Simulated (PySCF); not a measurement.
SMILES COC(=O)CSC, singlet at its GFN2-xTB optimised geometry (Å):

```
15

C      2.8862    -0.5790     1.3426
O      1.4723    -0.6621     1.2209
C      0.9985    -0.9128     0.0000
O      1.6840    -1.1101    -0.9658
C     -0.5108    -0.9128     0.0000
S     -1.0821     0.8286     0.0000
C     -2.8648     0.5045    -0.1264
H      3.0948    -0.4948     2.4057
H      3.3549    -1.4721     0.9246
H      3.2581     0.2976     0.8090
H     -0.8809    -1.3965    -0.9030
H     -0.8934    -1.3919     0.9007
H     -3.0761    -0.0215    -1.0531
H     -3.1933    -0.0762     0.7308
H     -3.3549     1.4721    -0.1292
```

Computed with CAM-B3LYP/def2-TZVP run with PySCF. Cells within 0.4 Å of a nucleus heavier than hydrogen are left out (blank, or x).

Map of the HOMO−1 amplitude (bohr^(-3/2)) on the plane z = 1.5 Å; orbital energy -9.59 eV, overall sign arbitrary:

```
|2222222222222222222222222|
|2222222222222222222222222|
|2222222222222222222222222|
|2222222222222222222222222|
|2222222222222222222222222|
|2222222222222222222222222|
|2222222222222222222222222|
|2222222222222222222222222|
|2222222222222222222222222|
|2222222222222222222222222|
|2222222222122223322222222|
|2222222221122333332222222|
|2222222221122346542112222|
|222222222112346x95xx01222|
|222222221112335x74x001222|
|2222222211012333322112222|
|2222222211122332222222222|
|2222222222222222222222222|
|2222222222222222222222222|
|2222222222222222222222222|
|2222222222222222222222222|
|2222222222222222222222222|
|2222222222222222222222222|
|2222222222222222222222222|
|2222222222222222222222222|
```
Scale: ten equal steps from -0.029 (start of '0') to 0.080 (end of '9'), in the order '0123456789'; x runs from -5.50 to 5.50, y from -5.50 (bottom) to 5.50 (top).
